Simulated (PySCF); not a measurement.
**Radial density of In (indium, neutral)**

r2SCANh, [Kr] 4d10 5s1 5p2, high-spin 4P determinant (an excited configuration). All numbers are calculated (PySCF 2.14, a scalar-relativistic core potential, in aug-cc-pVQZ-PP with one added diffuse shell each of s, p, d, f, g type with ECP28MDF (8s8p6d4f3g, 117 functions)). This is the valence pseudo-density: the core potential removes the inner electrons and smooths the orbitals near the nucleus.

| r (bohr) | 4πr²ρ (e/bohr) | 4πr²(ρα − ρβ) |
| --- | --- | --- |
| 0.0136 | 2.217e-05 | 0.0000 |
| 0.0228 | 4.534e-05 | 0.0000 |
| 0.0384 | 8.612e-05 | 0.0000 |
| 0.0645 | 0.0002483 | 0.0000 |
| 0.109 | 0.001877 | 0.0000 |
| 0.183 | 0.02569 | -0.0001 |
| 0.307 | 0.5102 | 0.0018 |
| 0.516 | 8.268 | 0.0823 |
| 0.869 | 21.49 | -0.0148 |
| 1.46 | 7.362 | 0.3577 |
| 2.46 | 1.714 | 1.1867 |
| 4.13 | 0.5036 | 0.4959 |
| 6.95 | 0.03632 | 0.0363 |
| 11.7 | 0.0002250 | 0.0002 |

Energies and moments cover only the electrons outside the core potential.

Task: Where is the radial spin density 4πr²(ρα − ρβ) most negative, and why is it negative at all?

Result: Around r = 0.869 bohr, down to -0.0148 e/bohr: exchange with the open shell polarises the paired shells in an unrestricted calculation.
